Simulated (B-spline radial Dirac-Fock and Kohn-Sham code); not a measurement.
# Binding energies of Sb

System: the Sb atom, configuration [Kr] 4d10 5s1 5p4 (an excited configuration); nuclear rms radius 4.6802 fm (A = 121).

Method: relaxed Dirac-Fock hole states (ΔSCF) with Breit and QED corrections and a finite nucleus. Computed with a radial atomic solver. The model has no electron correlation. Energies are counted from the vacuum level. Subshells whose hole state is unreliable or did not converge are left out.

All terms are in eV, carry their sign (relaxation lowers the binding energy) and add up to the binding energy; ⟨r⟩ is the mean radius of the orbital in the initial state.

```
subshell  −ε (Koopmans)  relaxation   Gaunt  retardation  self-energy  vacuum polarisation  binding energy  ⟨r⟩ (bohr)
       K        30670.1      -67.33  -73.77         5.90       -39.84                 5.34         30500.4       0.028
      L1         4762.6      -36.56   -6.69         0.38        -4.90                 0.61          4715.4       0.122
      L2         4442.5      -40.01  -12.02         1.34         0.34                -0.02          4392.1       0.103
      L3         4189.6      -38.79   -8.60         1.59        -0.12                -0.03          4143.7       0.109
      M1          976.0      -16.32   -0.90         0.02        -0.99                 0.12           957.9       0.329
      M2          844.0      -16.74   -1.79         0.18         0.07                 0.00           825.7       0.320
      M3          796.0      -16.25   -1.15         0.23        -0.02                -0.01           778.8       0.331
      M4          565.7      -17.77   -0.49         0.02         0.09                -0.01           547.6       0.302
      M5          555.9      -17.56   -0.21         0.02         0.06                -0.01           538.2       0.306
      N2          131.5       -5.56   -0.26         0.03         0.02                 0.00           125.8       0.836
      N4          46.73       -4.57    0.01        -0.01         0.02                 0.00           42.18       1.014
      N5          45.38       -4.48    0.04        -0.01         0.01                 0.00           40.94       1.027
      O1          19.23       -0.84    0.00         0.00        -0.02                 0.00           18.37       2.255
    O2,3           8.19       -0.55   -0.01         0.00         0.00                 0.00            7.64       2.947
```

For the deepest level, K (1s), the Breit terms make up -0.223 % of the binding energy, QED -0.113 % and orbital relaxation -0.221 %.

Spin-orbit splittings: 2p 248.5 eV, 3p 46.91 eV, 3d 9.37 eV, 4d 1.24 eV.
